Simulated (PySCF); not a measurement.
# Correlation energy of Cl³⁺ (chlorine, charge +3)

[Ne] 3s2 3p2, high-spin 3P determinant. Calculation: PySCF 2.14, in x2c-QZVPPall with one added diffuse shell each of s, p, d, f type (10s7p5d3f1g, 86 functions); the spin-free X2C one-electron Hamiltonian (Gaussian nucleus). Frozen: [Ne]; 4 electrons correlated.

```json
{"level": "CCSD", "correlation energy (mhartree)": "-99.56"}
{"level": "(T)", "correlation energy (mhartree)": "-2.40"}
{"level": "CCSD(T)", "correlation energy (mhartree)": "-101.96"}
```

Diagnostics: T1 = 0.0078, D1 = 0.0197, largest double amplitude 0.102.

Q: Is a single reference adequate?

A: Mostly. T1 lies below 0.03, but a double amplitude of this size points to a near-degeneracy that CCSD handles and MP2 describes poorly.
